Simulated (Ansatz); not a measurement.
Input for Ansatz (an electronic-structure program): U-CCSD(T)/6-31G on AlP, 2S+1 = 3, a point of a bond scan (R = 2.445 Å).

Ansatz 0.2 input:
```yaml
crystal:
  periodic: [false, false, false]
  atoms:
    - {symbol: Al, position_ang: [-0.00000000, -0.00000000, -1.19086169]}
    - {symbol: P, position_ang: [0.00000000, 0.00000000, 1.25437431]}
basis:
  gaussian:
    orbitals: 6-31G
magnetization: {spin_polarized: true, initial_magnetization: 2}
correlation: {method: ccsd_t, electrons: outside_noble_gas}
scf: {omitted_lower_state_checks: [cluster_reference]}
```

Problem. What total energy does the run end on?

Solution. -582.6322 hartree (reference determinant -582.5620, T1 diagnostic 0.063). Its determinant has ⟨S²⟩ = 2.11, a mixture of spin states.
